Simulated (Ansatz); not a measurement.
`C[S][Sn][Br]` + HBr → `[Br][Sn][Br]` + CH₃SH at 500 K and 1 bar (ligand exchange at the Sn–S bond).

Gas-phase electronic energies from Ansatz, PBE0-D4/def2-TZVP geometries. CCSD(T)/CBS adds triple-zeta CCSD(T) − MP2 to the extrapolated MP2 energy (def2 sets, frozen cores). This one scheme is used for every species. Elements past krypton have def2 core potentials. For Br, Sn outer-core shells are correlated without core-valence functions, which leaves a few kJ/mol of doubt a bond. Scalar relativity is left out up to krypton. One conformer a species, not always the lowest.

| species | CCSD(T)/CBS energy (Eh) | H − E (kJ/mol) | S (J/(mol·K)) |
| --- | --- | --- | --- |
| `C[S][Sn][Br]` | -3225.07327 | 143.5 | 422.6 |
| HBr | -2573.91920 | 30.5 | 213.7 |
| `[Br][Sn][Br]` | -5360.78051 | 29.5 | 358.4 |
| CH₃SH | -438.22835 | 145.1 | 283.7 |

H − E and S are ideal-gas, rigid-rotor, harmonic terms from PBE0-D4/def2-TZVP, for one conformer and one mirror image of each species. 1 Eh = 2625.50 kJ/mol, R = 8.31446 J/(mol·K).

**Question.** By hand: ΔE, ΔH, ΔS and ΔG.

**Answer.** ΔE = (-5360.78051) + (-438.22835) − (-3225.07327) − (-2573.91920) = -0.01639 Eh = -43.0 kJ/mol. Δ(H − E) = 29.5 + 145.1 − 143.5 − 30.5 = 0.6, so ΔH = -42.4 kJ/mol. ΔS = 358.4 + 283.7 − 422.6 − 213.7 = 5.8 J/(mol·K). ΔG = -42.4 − 500 × (5.8)/1000 = -45.3 kJ/mol.

**Question.** By hand: the equilibrium constant, and the temperature at which ΔG would vanish if ΔH and ΔS stayed fixed.

**Answer.** log₁₀ K = −ΔG/(RT ln 10) = 4.7. ΔH and −TΔS have one sign here, so there is no such temperature. One of them is within its doubt of zero, so this could turn.

The number of gas molecules stays the same, so ΔS is small and ΔH decides. A doubt of 5 kJ/mol in ΔE shifts log₁₀ K by 0.5 here. Other conformers and mirror images would add mixing entropy, several J/(mol·K) or more a flexible species. Modes under 60 cm⁻¹, often nearly free rotors, make the harmonic entropy too high. These are equilibria of isolated gas molecules and say nothing of rates. Largest T1 diagnostic: 0.014 (customary marks: 0.02 for closed shells, 0.045 for open ones).
